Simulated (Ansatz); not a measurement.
All values below come from frozen-core CCSD(T)/cc-pVDZ // PBE0-D4/def2-SVP in Ansatz (a program for electronic structure). The restricted HF reference is unstable towards unrestricted orbitals.

Ansatz 0.2 input:
```yaml
crystal:
  periodic: [false, false, false]
  atoms:
    - { symbol: S, position_ang: [-2.278738, 3.014089, -0.529048] }
    - { symbol: C, position_ang: [-1.088741, 1.723431, -0.256477] }
    - { symbol: C, position_ang: [0.223183, 2.083467, -0.166326] }
    - { symbol: C, position_ang: [1.262821, 1.11501, -0.012898] }
    - { symbol: C, position_ang: [2.613104, 1.520723, 0.066287] }
    - { symbol: C, position_ang: [3.621159, 0.595778, 0.240196] }
    - { symbol: C, position_ang: [3.300202, -0.768339, 0.342363] }
    - { symbol: C, position_ang: [1.98483, -1.184502, 0.26767] }
    - { symbol: C, position_ang: [0.932252, -0.262241, 0.087382] }
    - { symbol: C, position_ang: [-0.462472, -0.657444, -0.00601] }
    - { symbol: C, position_ang: [-0.863226, -2.007903, 0.078288] }
    - { symbol: C, position_ang: [-2.186984, -2.38093, -0.043184] }
    - { symbol: C, position_ang: [-3.17193, -1.407666, -0.268024] }
    - { symbol: C, position_ang: [-2.813532, -0.077526, -0.348686] }
    - { symbol: C, position_ang: [-1.470154, 0.330406, -0.205099] }
    - { symbol: H, position_ang: [-3.101995, 2.70872, 0.50002] }
    - { symbol: H, position_ang: [0.494762, 3.141155, -0.194647] }
    - { symbol: H, position_ang: [2.845539, 2.585861, -0.012283] }
    - { symbol: H, position_ang: [4.662636, 0.920002, 0.299165] }
    - { symbol: H, position_ang: [4.093814, -1.506163, 0.481277] }
    - { symbol: H, position_ang: [1.768087, -2.250057, 0.348655] }
    - { symbol: H, position_ang: [-0.113644, -2.783022, 0.239613] }
    - { symbol: H, position_ang: [-2.462931, -3.435673, 0.025963] }
    - { symbol: H, position_ang: [-4.217746, -1.700067, -0.386457] }
    - { symbol: H, position_ang: [-3.570292, 0.682895, -0.547739] }
basis:
  gaussian: { orbitals: cc-pVDZ }
correlation:
  method: ccsd_t
```

Output:

```
Functional definition: HF
2477 factors; integrals over basis functions are off by at most 1.2e-3 eV
mean field evaluation 1: about -25396.2398 eV, gradient 4.4e1 eV
mean field evaluation 2: about -25396.9899 eV, gradient 4.4e1 eV
mean field evaluation 4: about -25403.6825 eV, gradient 6.8e0 eV
mean field evaluation 8: about -25403.8236 eV, gradient 3.9e-1 eV
mean field evaluation 16: about -25396.2390 eV, gradient 4.4e1 eV
mean field -25403.82500710 eV, -933.5733496797 hartree, gradient 2.5e-6 eV, S^2 0.000000; 0 other end points of the search recorded, 0 dependent functions left out; unrestricted orbitals would lower it
19 core orbitals not correlated
reference -25403.82500710 eV, -933.5733496797 hartree; 36, 36 occupied and 209, 209 virtual orbitals, 2477 factors
second order -52.99915726 eV of doubles, -0.00000000 eV of singles
cycle   1  -52.81300155 eV  change    1.9e-1 eV  update   1.9e-1
cycle   2  -54.40222906 eV  change    -1.6e0 eV  update   6.3e-2
cycle   3  -54.76196803 eV  change   -3.6e-1 eV  update   2.6e-2
cycle   4  -54.76983939 eV  change   -7.9e-3 eV  update   8.5e-3
cycle   5  -54.77308601 eV  change   -3.2e-3 eV  update   3.7e-3
cycle   6  -54.77530408 eV  change   -2.2e-3 eV  update   1.2e-3
cycle   7  -54.77486448 eV  change    4.4e-4 eV  update   4.5e-4
cycle   8  -54.77482659 eV  change    3.8e-5 eV  update   1.8e-4
cycle   9  -54.77490240 eV  change   -7.6e-5 eV  update   8.1e-5
perturbative correction -2.64177422 eV, -0.0970834120 hartree
Total energy: -25461.24168372 eV, -935.6833736271 hartree
```

Cost: roughly 90 core-minutes.
